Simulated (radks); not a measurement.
All-electron atom: Nb in [Kr] 4d3.5 5s1 5p0.5 (fractional occupations, a model configuration). All-electron calculation, scalar-relativistic Kohn-Sham, PBE, spin-polarised, spherical densities, finite nucleus; open shells are filled with parallel spins first (spin-orbit coupling, left out, can overturn this in heavy ions); Fermi nuclear charge, rms radius 4.324 fm. Program: a radial shooting solver on a logarithmic mesh with Libxc functionals. Some entries of the table are withheld. Estimate them.

orbital  occ.  eigenvalue (eV)  <r^2> (bohr^2)
1s up       1        -18809.25        0.001757
1s down     1        -18809.25        0.001757
2s up       1        -2632.251         0.02945
2s down     1        -2631.948         0.02944
2p up       3        -2350.499         0.02318
2p down     3        -2350.271         0.02318
3s up       1        -440.3404          0.2251
3s down     1        -440.1651          0.2251
3p up       3        -348.2504          0.2315
3p down     3        -348.0553          0.2314
3d up       5        -197.7545          0.2263
3d down     5        -197.4602          0.2260
4s up       1              (1)           1.530
4s down     1              (2)           1.508
4p up       3              (3)           1.954
4p down     3              (4)           1.919
5s up       1          -5.2676           13.98
4d up     3.5          -5.0686           5.353
4d down     0          -2.4308           5.228
5p up     0.5          -1.8955           27.74

Answer. 
(1) 4s up eigenvalue (eV): -60.5343
(2) 4s down eigenvalue (eV): -58.6759
(3) 4p up eigenvalue (eV): -36.7266
(4) 4p down eigenvalue (eV): -34.5937
